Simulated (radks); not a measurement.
The numbers below are computed, except where a source is named.
Neutral tin inside a hard spherical wall (all orbitals vanish at R), configuration held at [Kr] 4d10 5s2 5p2 and not refilled when levels cross. Level of theory: scalar-relativistic Kohn-Sham, LDA (Slater exchange, VWN5 correlation), spin-unpolarised, spherical densities, point nucleus (a radial shooting solver on a logarithmic mesh with Libxc functionals). Eigenvalues in eV, with the zero of energy where the potential of the charges vanishes at infinity; a dash marks a level that is unbound or too diffuse for the functional's potential to be trusted. A positive occupied level is held by the wall or, in an anion where self-interaction has pushed it up, behind a barrier. The pressure on the wall is -dE/dV.

| R (bohr) | E (hartree) | kinetic (hartree) | e(4p) | e(4d) | e(5s) | e(5p) | e(6s, empty) | e(5d, empty) | pressure (GPa) |
|---|---|---|---|---|---|---|---|---|---|
| free | -6171.88747 | 6442.302 | -89.568 | -25.909 | -10.812 | -3.867 | -0.454 | - | 0 |
| 12 | -6171.88739 | 6442.302 | -89.558 | -25.899 | -10.803 | -3.858 | -0.112 | 1.282 | 0.00141 |
| 10 | -6171.88680 | 6442.308 | -89.506 | -25.847 | -10.760 | -3.815 | 0.410 | 1.792 | 0.0166 |
| 8 | -6171.88196 | 6442.341 | -89.247 | -25.591 | -10.555 | -3.587 | 1.977 | 2.944 | 0.212 |
| 7 | -6171.87152 | 6442.404 | -88.869 | -25.219 | -10.262 | -3.228 | 3.858 | 4.122 | 0.818 |
| 5 | -6171.73573 | 6443.060 | -86.345 | -22.764 | -8.164 | -0.380 | 15.622 | 10.508 | 17.0 |
| 4 | -6171.35208 | 6444.642 | -82.537 | -19.121 | -4.209 | 5.041 | 34.827 | 20.253 | 105 |
| 3.5 | -6170.81522 | 6446.710 | -78.919 | -15.691 | 0.381 | 11.134 | 54.582 | 30.117 | 297 |
| 2.5 | -6166.37434 | 6462.920 | -61.182 | 1.669 | 30.845 | 48.825 | 159.17 | 82.225 | 3890 |
| 2 | -6156.42038 | 6497.467 | -36.459 | 28.073 | 87.813 | 114.25 | 313.33 | 159.80 | 20500 |
| 1.5 | -6117.07699 | 6621.354 | 30.830 | 104.16 | 273.65 | 313.14 | 726.00 | 370.01 | 161000 |
